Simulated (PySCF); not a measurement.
# Magnetisability: `[GeH3][N]1CCC=N1`, C$_{3}$H$_{8}$GeN$_{2}$

Molfile (atoms numbered from 1):
```
C3H8GeN2
     RDKit          3D

 14 14  0  0  0  0  0  0  0  0999 V2000
    2.3008    0.1407   -0.3068 Ge  0  0  0  0  0  4  0  0  0  0  0  0
    0.4938    0.0612   -0.2469 N   0  0  0  0  0  0  0  0  0  0  0  0
   -0.3789   -0.7730    0.5893 C   0  0  0  0  0  0  0  0  0  0  0  0
   -1.7800   -0.1975    0.3375 C   0  0  0  0  0  0  0  0  0  0  0  0
   -1.4460    0.9433   -0.5928 C   0  0  0  0  0  0  0  0  0  0  0  0
   -0.2088    1.0345   -0.8626 N   0  0  0  0  0  0  0  0  0  0  0  0
    2.8003   -1.2360   -0.6299 H   0  0  0  0  0  0  0  0  0  0  0  0
    2.8606    0.5354    1.0341 H   0  0  0  0  0  0  0  0  0  0  0  0
    2.5991    1.1367   -1.3623 H   0  0  0  0  0  0  0  0  0  0  0  0
   -0.0769   -0.6930    1.6388 H   0  0  0  0  0  0  0  0  0  0  0  0
   -0.2877   -1.8191    0.2822 H   0  0  0  0  0  0  0  0  0  0  0  0
   -2.4491   -0.9145   -0.1430 H   0  0  0  0  0  0  0  0  0  0  0  0
   -2.2627    0.1591    1.2493 H   0  0  0  0  0  0  0  0  0  0  0  0
   -2.1651    1.6217   -1.0090 H   0  0  0  0  0  0  0  0  0  0  0  0
  1  2  1  0
  2  3  1  0
  3  4  1  0
  4  5  1  0
  5  6  2  0
  6  2  1  0
  1  7  1  0
  1  8  1  0
  1  9  1  0
  3 10  1  0
  3 11  1  0
  4 12  1  0
  4 13  1  0
  5 14  1  0
M  END
```

Theory: GIAO PBE0/pcSseg-1 magnetisability, rotational g tensor and spin-rotation constants, non-relativistic, gas phase in PySCF 2.14.0. Geometry: GFN2-xTB.

The calculation is non-relativistic, which matters for the atoms heavier than Zn.

What are the magnetisability and the molar susceptibility?

Isotropic -1103 × 10⁻³⁰ J/T², or -66.4 × 10⁻⁶ cm³/mol; principal values -1179, -1095, -1033 × 10⁻³⁰ J/T², anisotropy 127 × 10⁻³⁰ J/T² (root of half the summed squared differences of the principal values). The susceptibility is in cgs units.

Split it along the inertial axes a, b, c into diamagnetic and paramagnetic parts about the centre of mass, with the quadrupole moment.


| axis | χ (10⁻⁶ cm³/mol) | diamagnetic (10⁻⁶ cm³/mol) | paramagnetic (10⁻⁶ cm³/mol) | summed x² of all electrons (Å²) | quadrupole Θ (D Å) |
| --- | --- | --- | --- | --- | --- |
| a | -65.4 | -277.2 | 211.8 | 211.9 | +7.19 |
| b | -63.0 | -969.8 | 906.9 | 48.7 | -3.98 |
| c | -70.8 | -1105.6 | 1034.8 | 16.7 | -3.21 |

Anisotropies 2χaa − χbb − χcc = +2.9 and 2χbb − χaa − χcc = +10.3 × 10⁻⁶ cm³/mol. Θ is traceless in Buckingham's convention.

And the rotational g tensor?


```tsv
axis	rotational constant (GHz)	g	nuclear part	electronic part
a	7.3554	-0.0815	0.6503	-0.7318
b	1.3016	-0.0119	0.5426	-0.5545
c	1.1377	-0.0065	0.5466	-0.5531
```
Asymmetric top; isotopes 12C, 74Ge, 1H, 14N; no vibrational averaging.
